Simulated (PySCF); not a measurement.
Electron correlation in P⁺ (phosphorus, charge +1)

[Ne] 3s2 3p2, high-spin 3P determinant. Calculation: PySCF 2.14, in aug-cc-pVDZ-DK; the spin-free X2C one-electron Hamiltonian (Gaussian nucleus). Frozen: [Ne]; 4 electrons correlated.

MP2 pair energies summed by pair of shells (mhartree):

```csv
pair,energy,share (%)
3s-3p,-30.25,60.2
3s-3s,-14.63,29.1
3p-3p,-5.38,10.7
```

Total MP2 correlation energy: -50.26 mhartree.

Same-spin part -8.37 and opposite-spin part -41.89 mhartree; SCS-MP2 scales them by 1/3 and 6/5 to -53.05 mhartree.

| level | correlation energy (mhartree) |
| --- | --- |
| CCSD | -70.96 |
| (T) | -1.04 |
| CCSD(T) | -72.00 |

Diagnostics: T1 = 0.0085, D1 = 0.0232, largest double amplitude 0.104.

Cost of the coupled-cluster step: 0.08 s of wall time on 1 thread of AMD EPYC 9R45 96-Core Processor (shared host), for 4 correlated electrons.
